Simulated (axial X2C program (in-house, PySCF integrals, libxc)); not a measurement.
**Spectroscopic constants of InP**

All values were computed with an in-house all-electron X2C program for linear molecules (integrals from PySCF). Spin-free means the one-electron spin-free X2C Hamiltonian; two-component (2c) means X2C with spin–orbit coupling and atomic mean-field two-electron Coulomb and Gaunt terms, so the difference of the two also holds small scalar two-electron terms. Basis: In dyall-cv3z [11s12p9d4f1g], P dyall-v3z [8s7p2d1f] (cores contracted in-house); Gaussian nuclei, density fitting, unrestricted open shells. Masses: In 114.904 u, P 30.974 u.

Input:
```json
{"zs": [49, 15], "q": 0, "bas": ["dyall-cv3z", "dyall-v3z"], "levels": ["PBE0", "HF", "BP86"], "cc": true, "r0": 2.38, "thr": -2.0, "nmax": 110, "npts": 10, "nst": 2, "ntry": 8}
```
```bash
python so2c.py task.json out
```

Keys: zs atomic numbers; q charge; bas basis sets; levels methods; cc coupled cluster on or off; r0 starting distance in Å; thr threshold in hartree for freezing inner shells (an s shell follows its p shell); nmax most natural virtual spinors; npts points on the curve; nst determinants followed; ntry starts of the search. HF also brings MP2.

State, spin-free: M_S = 1, Λ = 0 (beyond evenly filled blocks: π+α, π-α); electrons by block: σα: 15, σβ: 15, π+α: 7, π+β: 6, π-α: 7, π-β: 6, δ+α: 2, δ+β: 2, δ-α: 2, δ-β: 2. Fragments: In + P.

State, 2c: Ω = 2 (⟨Sz⟩ = 1.00, ⟨Lz⟩ = 1.00 at PBE0); electrons by block: 1/2: 22, -1/2: 21, 3/2: 9, -3/2: 8, 5/2: 2, -5/2: 2. Fragments: In + P.

| Hamiltonian | level | Re (Å) | ωe (cm⁻¹) | Be (cm⁻¹) | αe (cm⁻¹) | De (eV) | D0 (eV) | k (mdyn/Å) | μ (D) |
| --- | --- | --- | --- | --- | --- | --- | --- | --- | --- |
| spin-free | PBE0 | 2.646 | 255.4 | 0.09867 | 0.000469 | 1.97 | 1.95 | 0.938 | -2.10 |
| spin-free | HF | 2.665 | 255.6 | 0.09729 | 0.000479 | 0.832 | 0.816 | 0.939 | -2.28 |
| spin-free | MP2 | 2.635 | 257.3 | 0.09955 | 0.000493 | 1.60 | 1.58 | 0.952 | n/a |
| spin-free | CCSD | 2.649 | 254.1 | 0.09844 | 0.000538 | 1.70 | 1.69 | 0.928 | n/a |
| spin-free | CCSD(T) | 2.651 | 253.2 | 0.09834 | 0.00051 | n/a | n/a | 0.922 | n/a |
| spin-free | BP86 | 2.677 | 242.3 | 0.09639 | 0.000475 | 2.11 | 2.10 | 0.844 | -2.08 |
| 2c | PBE0 | 2.429 | 303.1 | 0.1171 | 0.000695 | n/a | n/a | 1.32 | -2.93 |
| 2c | BP86 | 2.448 | 293.2 | 0.1153 | 0.000709 | n/a | n/a | 1.24 | -2.67 |

Correlated methods: 18 electrons correlated (number of frozen shells: In 4 s, 3 p, 1 d; P 2 s, 1 p), 230 virtual spin orbitals or spinors in MP2, 110 natural virtuals in coupled cluster.

Dipoles are positive if P is the positive end.

De is counted from the lowest determinant-based energies of the atoms at the same level, without counterpoise correction. De is not given where an atomic determinant may have missed its ground term or J level, or where the truncated virtual space spoils (T). Density functionals use the spin component along the axis (collinear). Coupled cluster ran in a truncated set of natural virtual spinors; the MP2 energy of the rest was added. (T) has no such correction and the atoms are truncated less, which lowers De at CCSD(T) by a hundredth of an eV or more. The functionals have no current-density term, which raises determinants with orbital currents, atoms included. The state is one determinant with fixed occupations, lowest in a PBE0 search at one distance only: followed along the bond, the 2c determinant Ω = 1 reaches 0.25 eV lower at PBE0, at Re = 2.646 Å, so the state shown is not the lowest. With several unpaired electrons one determinant need not be a pure state. A state of lower Ω lies just above, and one determinant can place such states too high, so the state shown need not be the lowest. The search has Ω = 1 only 0.02 eV up. Open-shell Ω = 0 determinants with evenly filled partner blocks cannot be reached by this program, so the Ω shown need not be the lowest component. At some level and bond length an empty orbital lies below a filled one.

The spin-free and the 2c determinant differ in configuration, so the two halves of the table describe two states.

No reliable constants came from CCSD (2c), CCSD(T) (2c), HF (2c), MP2 (2c): no minimum in range, unconverged points, a curve that is not smooth, a change of character along it, or the two Hamiltonians disagreeing along it.

Rough cost a point (2c) on 1 thread(s) of a shared host, integrals apart: PBE0 1.8 s, BP86 0.9 s.

The whole task took 15 min on 1 thread of Intel(R) Xeon(R) Platinum 8259CL CPU @ 2.50GHz (Skylake/Cascade Lake) (shared host).
